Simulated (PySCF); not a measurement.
# One molecule, several mistakes: AlBH7NSi

Calculated results; nothing here was measured. They come from PySCF 2.14.0, an open-source quantum chemistry program, on an isolated molecule that a program drew, which may never have been made. The molecule is AlBH7NSi (charge 0, singlet), drawn as the SMILES string `N[B]([AlH2])[SiH3]`.

Each row is a Hartree-Fock (HF) and frozen-core CCSD(T) single point in the cc-pV(D+d)Z basis, meant for a local HF minimum. Run 1 is clean. Each other run has one planted mistake out of seven kinds, and not every kind appears here: one electron removed, one electron added, multiplicity raised by two, geometry at a saddle point, minimal basis STO-3G, one bond length entered in bohr, all coordinates scaled. The reference is restricted for singlets and unrestricted otherwise, and also for a bond in bohr. Adding or removing an electron swaps singlet and doublet. Electrons count all cores. HOMO and LUMO are orbital energies over both spins, the gradient is its largest component, and the lowest frequency (negative if imaginary) is given only where the gradient is small. Bond lengths are over the 10 bonds as drawn. T1 is the CCSD diagnostic: over 0.02 (restricted) or 0.045 (unrestricted) a single reference is doubtful.

Geometry of the clean run:
```xyz
11
AlBH7NSi, angstrom
N     0.8232   -0.0591   -0.8228
B     0.2967   -0.9456    0.1160
Al   -1.8333   -1.3839    0.0158
Si    1.5731   -1.7528    1.5017
H     1.7885    0.2057   -0.8585
H     0.2783    0.3845   -1.5354
H    -2.5758   -2.3823    1.0035
H    -2.7322   -0.6822   -1.0999
H     1.5943   -3.2379    1.4047
H     1.1416   -1.4114    2.8847
H     2.9775   -1.2745    1.3409
```

```
run,electrons,basis functions,<S^2>,HOMO (eV),LUMO (eV),gradient (hartree/bohr),lowest frequency (cm^-1),mean bond (Å),longest bond (Å),T1,HF (hartree),CCSD(T) (hartree),mistake
1,46,109,0.000,-9.11,0.82,2.1e-05,84,1.5276,2.177,0.0155,-614.07114,-614.57329,no fault
2,46,109,0.000,-9.10,0.76,2.1e-02,-,1.5628,2.227,0.0162,-614.06640,-614.57093,all coordinates scaled
3,46,35,0.000,-6.48,7.50,3.3e-02,-,1.5276,2.177,0.0173,-606.79911,-607.02034,minimal basis STO-3G
4,47,109,0.767,-0.17,6.70,2.5e-02,-,1.5276,2.177,0.0178,-614.05852,-614.57682,one electron added
5,45,109,0.774,-16.10,-6.64,5.3e-02,-,1.5276,2.177,0.0192,-613.78308,-614.26379,one electron removed
6,46,109,0.797,-8.08,0.72,1.2e-02,-,1.6604,2.820,0.0485,-613.96235,-614.45688,?
```

**Which mistake was planted in run 6, and what did it cost?**

The mean bond changes by a factor of 1.087 and the longest by 1.295, so the molecule wasn't scaled as a whole. A length L in bohr read as angstrom grows by (1/0.5292 - 1) L = 0.890 L. The 10 bonds together grew by 10 x 0.1328 = 1.328 Å, which gives L = 1.493 Å. That is the length of one of the H-Si bonds, 1.492 Å in the clean geometry. So the mistake is: one bond length entered in bohr. Subtracting run 1 and multiplying by 627.51 kcal/mol a hartree, the energy moved by 68.3 kcal/mol in HF and 73.0 kcal/mol in CCSD(T).

Cautions from the logs. Run 6: T1 is over the limit, so its CCSD(T) energy is less reliable.
